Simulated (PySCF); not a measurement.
Ga(OH)3 (GaH3O3), SMILES [OH][Ga]([OH])[OH]. Heavy atoms are numbered as in [Ga:1]([OH:2])([OH:4])[OH:6]. Hydrogens are named by the atom that carries them.

Coordinates come from a B3LYP-D3(BJ)/def2-SVP optimisation. Other conformers were not sampled.

Method: PBE0/pcSseg-1 (PySCF).

GIAO shieldings, no solvent; atoms alike by connectivity are averaged. δ = σ(ref) − σ: ¹⁷O against H2O (σ = 334.2 ppm); ¹H against TMS (σ = 31.56 ppm), references at their B3LYP-D3(BJ)/def2-TZVP geometries, non-relativistic.

| nucleus | atoms | count | δ (ppm) |
|---|---|---|---|
| ¹⁷O | O2 (OH) | 3 | 29.8 |
| ¹H | H on O2 | 3 | 2.03 |
